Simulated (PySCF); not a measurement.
Compound: C9H12O2S.
SMILES with atom numbers: `[CH:1]#[C:2][C@@H:3]1[CH2:4][C@:5]2([CH3:6])[CH2:7][CH2:8][C@H:9]1[S:10]2(=[O:11])=[O:12]` (hydrogens: H13 on C1; H14 on C3; H15, H16 on C4; H17, H18, H19 on C6; H20, H21 on C7; H22, H23 on C8; H24 on C9)

Cartesian coordinates in Å at the PBE0-D3(BJ)/def2-SVP level; atoms count from 1:
```
atom  x, y, z in Å
C1     3.6212    0.0947    0.6802
C2     2.4372   -0.0318    0.9016
C3     1.0120   -0.1806    1.1546
C4     0.3131   -1.2364    0.2251
C5    -0.8702   -0.5404   -0.4518
C6    -1.9468   -1.4359   -1.0087
C7    -0.3416    0.5574   -1.3815
C8     0.3638    1.6228   -0.4922
C9     0.2372    1.1367    0.9473
S10   -1.4664    0.4922    0.9433
O11   -1.7377   -0.3190    2.1311
O12   -2.4305    1.4938    0.4906
H13    4.6730    0.2049    0.4920
H14    0.8714   -0.4896    2.2023
H15   -0.0306   -2.0913    0.8226
H16    1.0108   -1.6089   -0.5387
H17   -2.3207   -2.1222   -0.2342
H18   -1.5564   -2.0369   -1.8446
H19   -2.7913   -0.8360   -1.3799
H20   -1.1754    1.0074   -1.9381
H21    0.3499    0.1115   -2.1125
H22    1.4267    1.7371   -0.7481
H23   -0.1214    2.6018   -0.5995
H24    0.4007    1.8904    1.7270
```

Computed with TDDFT CAM-B3LYP/def2-SVPD, vertical, gas phase, core orbitals frozen in the response (PySCF 2.14.0, density-fitted response routines).

Frontier orbitals with the atoms that hold most of them (Löwdin shares over 4%, at most four atoms; ? is withheld):

| orbital | ε (eV) | atoms |
| --- | --- | --- |
| LUMO+2 | 1.38 | S10 18%, C1 10%, H18 9%, C6 9% |
| LUMO+1 | 1.19 | C1 23%, S10 13%, C2 9%, H22 8% |
| LUMO | 0.93 | S10 16%, C6 8%, C1 6%, C4 5% |
| HOMO | -9.12 | ? |
| HOMO-1 | -9.57 | ? |
| HOMO-2 | -9.65 | C1 33%, C2 32%, C3 5%, C9 4% |
| HOMO-3 | -10.24 | O11 44%, O12 42%, S10 6% |

Problem. Which atoms hold the HOMO-1, and with what shares?

Solution. C1 (bonded to C and H) 38%; C2 (bonded to 2 C) 36%; C3 (bonded to 3 C and H) 8%.

Problem. Which atoms hold the HOMO, and with what shares?

Solution. O12 (bonded to S) 19%; O11 (bonded to S) 18%; C9 (bonded to 2 C, S and H) 13%; C5 (bonded to 3 C and S) 12%. By element: oxygen 37%, carbon 25% or more.

Problem. How does S1 compare with the orbital gap of 10.05 eV?

Solution. S1 is at 6.46 eV (f = 0.0002), 3.59 eV below the gap, made of HOMO-1→LUMO+3 (23%), HOMO-1→LUMO+4 (19%), HOMO-1→LUMO+2 (12%). Without the coupling terms of the response equations the lowest excitation would equal the gap.

Next come S2 at 6.72 eV (f 0.0030), HOMO-1→LUMO+3 (17%), HOMO-2→LUMO+5 (10%), HOMO-1→LUMO+5 (10%); S3 at 6.75 eV (f 0.0011), HOMO-2→LUMO+3 (18%), HOMO-2→LUMO+5 (15%), HOMO-1→LUMO+5 (12%); S4 at 7.06 eV (f 0.020), HOMO→LUMO (49%), HOMO→LUMO+1 (18%); S5 at 7.69 eV (f 0.049), HOMO→LUMO+1 (32%), HOMO-2→LUMO+1 (18%), HOMO→LUMO (17%).

Löwdin shares depend on the basis, the more so with diffuse functions.
